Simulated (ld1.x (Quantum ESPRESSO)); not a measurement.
**What one change does to a pseudopotential (niobium (Nb), TM)**

```json
{
 "Element": "Nb",
 "Generator": "ld1.x (Quantum ESPRESSO) 7.5",
 "Type": "norm-conserving Troullier–Martins (Kleinman–Bylander form)",
 "Functional": "PBE",
 "Relativity": "scalar-relativistic",
 "Frozen core": "[Ar] 3d10 4s2",
 "Valence charge": "11",
 "Reference configuration": "4p6 4d4 5s1 5p0",
 "Partial waves": "5s (bound): rc 2.95 bohr; 4d (bound): rc 1.45 bohr; 4p (bound): rc 2.20 bohr",
 "Local potential": "the p channel",
 "Core correction": "none"
}
```

Change: wave 4d (bound): rc 1.45 bohr becomes 4d (bound): rc 2.06 bohr.

Cutoffs: the cutoffs (Ry, on a coarse ladder) from which the occupation-weighted sum of valence levels, in a spherical-Bessel basis at the reference potential, stays within 10 and 1 mRy of its value at 400 Ry; they do not see the model core or the augmentation charge, which bear on the density cutoff. Errors are all-electron minus pseudo energies relative to the spin-unpolarised reference configuration.

Q: How do hardness, ghosts and transferability respond?

A: The potential gets softer (40 Ry and 55 Ry → 35 Ry and 45 Ry); both files keep a bound ghost (s); the errors of the 6 common tests hardly move. A larger radius leaves more room for a smooth pseudo-wave, so fewer plane waves are needed.

| quantity | base | changed |
| --- | --- | --- |
| cutoff, loose | 40 Ry | 35 Ry |
| cutoff, tight | 55 Ry | 45 Ry |
| bound ghosts | s | s |
| tests counted (converged, no solver errors) | 6 of 7 | 6 of 7 |
| error for 4p6 4d4 5s0 5p0, meV [ΔE 6.64 eV] | -8.8 | -8.5 |
| error for 4p6 4d3 5s0 5p0, meV [ΔE 20.68 eV] | +31 | +30 |
| error for 4p6 4d2 5s0 5p0, meV [ΔE 45.40 eV] | +115 | +113 |
| error for 4p6 4d1 5s0 5p0, meV [ΔE 82.31 eV] | +233 | +239 |
| error for 4p6 4d3 5s2 5p0, meV [ΔE -0.52 eV] | -22 | -22 |
| error for 4p6 4d5 5s0 5p0, meV [ΔE 1.27 eV] | -15 | -14 |
| s: phases at 3.21 bohr within 0.05 rad from the reference energy up to (Ry; the scan ends near 5) | n/a | n/a |
| p: phases at 3.21 bohr within 0.05 rad from the reference energy up to (Ry; the scan ends near 5) | -0.1 | -0.1 |
| d: phases at 3.21 bohr within 0.05 rad from the reference energy up to (Ry; the scan ends near 5) | 1.2 | 1.2 |

Base: Tests not counted: 4p6 4d4 5s0.5 5p0 (pseudo-atom not self-consistent, printed error -2.4 meV). These tests converged, but a pseudo level misses the all-electron one widely, so the file describes the atom poorly there or has found another state: 4p6 4d1 5s0 5p0: empty 5s by 7.8 eV. ld1.x printed “convergence not achieved” for 1 of the counted tests; its residual had stalled under 1e-8, short of the target of 1e-14. Changed file: Tests not counted: 4p6 4d4 5s0.5 5p0 (pseudo-atom not self-consistent, printed error -2.0 meV). These tests converged, but a pseudo level misses the all-electron one widely, so the file describes the atom poorly there or has found another state: 4p6 4d2 5s0 5p0: empty 5s by 3.3 eV (a node warning on the way); 4p6 4d1 5s0 5p0: empty 5s by 7.8 eV. ld1.x printed “convergence not achieved” for 1 of the counted tests; its residual had stalled under 1e-8, short of the target of 1e-14. A true bound ghost makes a file unfit for plane-wave use even where its test errors are small: the radial tests pick states by their node count and pass the ghost by.
